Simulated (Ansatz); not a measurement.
`Sc1ccc(-c2ccc(-c3ccc(S)s3)s2)s1`. The state is a singlet with charge 0. Geometry PBE-D4/def2-SVP.

```
atom    x (Å)    y (Å)    z (Å)
  S1   5.4032  -0.2052   4.2194
  C2   3.8119  -0.1183   3.4643
  C3   2.5531   0.0113   4.0374
  C4   1.5108   0.0440   3.0719
  C5   1.9563  -0.0603   1.7569
  C6   1.2035  -0.0653   0.5270
  C7   1.6564  -0.1691  -0.7889
  C8   0.6169  -0.1381  -1.7493
  C9  -0.6557  -0.0098  -1.1911
 C10  -1.9394   0.0558  -1.8442
 C11  -3.2133   0.1837  -1.2951
 C12  -4.2578   0.2146  -2.2581
 C13  -3.7895   0.1081  -3.5612
 S14  -4.7818   0.1084  -5.0175
 S15  -2.0509  -0.0276  -3.5978
 S16  -0.5446   0.0715   0.5571
 S17   3.7093  -0.2004   1.7235
 H18   4.9288  -0.0995   5.4914
 H19   2.3901   0.0806   5.1216
 H20   0.4464   0.1418   3.3286
 H21   2.7216  -0.2651  -1.0419
 H22   0.7829  -0.2073  -2.8336
 H23  -3.3824   0.2542  -0.2113
 H24  -5.3232   0.3108  -2.0090
 H25  -3.7525  -0.0189  -5.9001
```

B3LYP takes the VWN-RPA correlation. Single mean-field runs in def2-TZVP are fitted with def2-universal-jkfit. The restricted singlet is unstable towards broken spin symmetry in Hartree–Fock (as tested in another run); at HF/6-31G this wasn't settled.

**Question.** Estimate the orbital energies around the gap (eV) in Ansatz with HF/6-31G, B3LYP-D4/6-31G, PBE0-D4/def2-TZVP, r2SCAN0-D4/def2-TZVP, ωB97X-V/def2-TZVP.

**Answer.** 
| orbital | HF/6-31G | B3LYP-D4/6-31G | PBE0-D4/def2-TZVP | r2SCAN0-D4/def2-TZVP | ωB97X-V/def2-TZVP |
| --- | --- | --- | --- | --- | --- |
| HOMO−9 | -12.84 | -9.55 | -9.83 | -10.03 | -12.17 |
| HOMO−8 | -12.68 | -9.28 | -9.57 | -9.78 | -11.94 |
| HOMO−7 | -12.38 | -8.97 | -9.31 | -9.52 | -11.86 |
| HOMO−6 | -11.60 | -8.28 | -8.61 | -8.81 | -11.08 |
| HOMO−5 | -10.15 | -7.36 | -7.65 | -7.82 | -9.91 |
| HOMO−4 | -10.10 | -7.28 | -7.61 | -7.77 | -9.87 |
| HOMO−3 | -10.00 | -7.17 | -7.44 | -7.61 | -9.74 |
| HOMO−2 | -9.83 | -7.09 | -7.36 | -7.53 | -9.62 |
| HOMO−1 | -8.51 | -6.06 | -6.34 | -6.46 | -8.45 |
| HOMO | -6.92 | -4.99 | -5.27 | -5.35 | -7.17 |
| LUMO | 1.07 | -1.87 | -1.98 | -1.96 | -0.22 |
| LUMO+1 | 2.79 | -0.64 | -0.84 | -0.78 | 1.13 |
| LUMO+2 | 3.55 | -0.29 | -0.55 | -0.42 | 1.64 |
| LUMO+3 | 3.89 | 0.07 | -0.29 | -0.13 | 1.88 |
| LUMO+4 | 4.48 | 0.59 | 0.25 | 0.35 | 2.38 |
| LUMO+5 | 4.72 | 0.71 | 0.33 | 0.45 | 2.54 |
